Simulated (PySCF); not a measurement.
Cd(H)(OH) (CdH2O), SMILES [OH][CdH]. Heavy atoms are numbered as in [CdH:1][OH:3]. Hydrogens are named by the atom that carries them.

Coordinates come from a PBE0-D3(BJ)/def2-TZVP optimisation. The def2 effective core potentials stand for the cores of Cd; spin–orbit coupling is left out.

All values below come from PBE0/def2-TZVPD (PySCF).

Mulliken values depend strongly on the basis, most of all with diffuse functions as here. ESP charges are fitted to the potential on shells at 1.4 to 2.0 van der Waals radii. Atomic charges (e), one atom of each kind:

```csv
atom,Mulliken,ESP fit
Cd1 (CdH),0.53,[?]
H on Cd1,-0.06,[?]
O3 (OH),-0.77,[?]
H on O3,0.30,[?]
```

Problem. What belongs in the gaps? (The exact figures need the calculation; the answer reports its results.)

Solution. 
- Cd1 (CdH), ESP fit: 0.68
- H on Cd1, ESP fit: -0.26
- O3 (OH), ESP fit: -0.72
- H on O3, ESP fit: 0.29
